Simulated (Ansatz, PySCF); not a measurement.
Spin states of F2Re (SMILES [F][Re][F]), each relaxed with B3LYP-D3(BJ)/def2-TZVP.
State 1 (charge 0, multiplicity 6):
```xyz
3

Re    -0.01104     0.01583    -0.02337
F     -0.24680     1.44545    -1.29772
F      0.22457    -1.41390     1.25087
```
State 2 (charge 0, multiplicity 4):
```xyz
3

Re    -0.0028     0.0222    -0.0177
F     -0.2420     1.3885    -1.2526
F      0.2115    -1.3633     1.2001
```

Singlets are restricted, other states unrestricted; no spin–orbit coupling, no relativity up to Kr; see below for the cores. The largest T1 diagnostic is 0.019.

Run with Ansatz (an electronic-structure program); PySCF for the dispersion terms.  In def2 rows elements past Kr take small-core potentials, without spin–orbit coupling.

| level | energy of the multiplicity-4 state less that of the multiplicity-6 state (kcal/mol) |
|---|---|
| PBE-D3(BJ)/def2-TZVPP | 8.15 |
| PBE-D4/def2-TZVPP | 8.14 |
| BLYP/def2-TZVPP | 1.75 |
| BLYP-D3(BJ)/def2-TZVPP | 1.74 |
| B3LYP/def2-TZVPP | 7.18 |
| PBE0-D4/def2-TZVPP | 14.94 |
| BHLYP/def2-TZVPP | ___ |
| CAM-B3LYP/def2-TZVPP | 7.92 |
| CAM-B3LYP-D3(BJ)/def2-TZVPP | 7.92 |

Q: Some entries are withheld; supply them.

A: 
- BHLYP/def2-TZVPP, energy of the multiplicity-4 state less that of the multiplicity-6 state (kcal/mol): 14.08

Doubts at one or more of the structures used: a spin-contaminated determinant (PBE0-D4/def2-TZVPP).
